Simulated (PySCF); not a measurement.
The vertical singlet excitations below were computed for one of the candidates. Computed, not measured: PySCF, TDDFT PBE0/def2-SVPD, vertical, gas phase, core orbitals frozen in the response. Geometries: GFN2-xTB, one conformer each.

| state | E (eV) | λ (nm) | f |
| --- | --- | --- | --- |
| S1 | 6.21 | 199.7 | 0.013 |
| S2 | 6.77 | 183.0 | 0.032 |
| S3 | 7.10 | 174.6 | 0.105 |
| S4 | 7.15 | 173.3 | 0.081 |
| S5 | 7.26 | 170.7 | 0.154 |
| S6 | 7.36 | 168.5 | 0.0024 |

Triplets computed (Tamm–Dancoff): 5.56, 5.86 eV.

Orbital energies (eV): HOMO-3 -8.96, HOMO-2 -8.73, HOMO-1 -8.39, HOMO -7.41, LUMO -0.13, LUMO+1 0.49, LUMO+2 0.80.

Question: Which structure fits?
A. `CO[Si@@H](P)O[SiH3]`
B. `O=CN1[SiH2]CC[SiH2]1`
C. `C/C=C(\C)OCC`

Answer: A. Its S1, at 6.21 eV, is the highest among the candidates; the nearest of the others has S1 at 5.76 eV. S1 is HOMO→LUMO (88%). Löwdin shares by element: HOMO phosphorus 57%, silicon 15% or more, hydrogen 13% or more; LUMO silicon 39%, phosphorus 11%, hydrogen 8% or more (atoms not listed hold the other 41%). At the same level the other candidates give, for their lowest levels:
- `O=CN1[SiH2]CC[SiH2]1`: 5.45 eV (f 0.001); 6.61 eV (f 0.045); 6.74 eV (f 0.003); 6.87 eV (f 0.003); 6.98 eV (f 0.019); T1 4.94 eV; HOMO -7.70, LUMO -0.12 eV
- `C/C=C(\C)OCC`: 5.76 eV (f 0.004); 6.25 eV (f 0.016); 6.42 eV (f 0.003); 6.73 eV (f 0.292); 7.04 eV (f 0.019); T1 4.27 eV; HOMO -6.10, LUMO 0.77 eV

The values belong to the conformer `[CH3:1][O:2][Si@@H:3]([PH2:4])[O:5][SiH3:6]`: C1–O2–Si3–P4 -165°, O2–Si3–O5–Si6 -54°, H–P4–Si3–O2 -174°, H–P4–Si3–O2 -80°.
